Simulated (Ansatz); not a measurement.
`[NH2][Al]([Br])[Br]`. The species carries charge 0 and has multiplicity 1. The structure was optimised at the PBE0-D4/def2-TZVP level. It is one conformer, not always the lowest.

```xyz
6

N     0.877    0.031    0.587
Al   -0.574   -0.021   -0.385
Br   -0.879    1.486   -2.015
Br   -2.122   -1.593    0.006
H     1.615    0.706    0.471
H     1.083   -0.610    1.335
```

Question: What is the dipole moment at PBE/def2-TZVPP? (An estimate is asked.)

Answer: Ansatz gave: 2.22 D, with components (1.85, 0.07, 1.24) D in this frame, pointing from negative to positive charge.

Question: And with r2SCAN, B3LYP, ωB97M-V? (An estimate is asked.)

Answer: Computed: r2SCAN 2.28 D, B3LYP 2.24 D, ωB97M-V 2.26 D.

Question: Give the Mulliken charges with PBE, ωB97M-V, r2SCAN in def2-TZVPP. (Estimate.)

Answer: The calculation gave: 
```json
{"atom": "N1", "PBE": "-0.37", "ωB97M-V": "-0.35", "r2SCAN": "-0.44"}
{"atom": "Al2", "PBE": "0.48", "ωB97M-V": "0.52", "r2SCAN": "0.58"}
{"atom": "Br3", "PBE": "-0.21", "ωB97M-V": "-0.20", "r2SCAN": "-0.23"}
{"atom": "Br4", "PBE": "-0.21", "ωB97M-V": "-0.20", "r2SCAN": "-0.23"}
{"atom": "H5", "PBE": "0.15", "ωB97M-V": "0.12", "r2SCAN": "0.16"}
{"atom": "H6", "PBE": "0.15", "ωB97M-V": "0.12", "r2SCAN": "0.16"}
```

B3LYP here is the variant with VWN-RPA as its local correlation; programs differ in this.
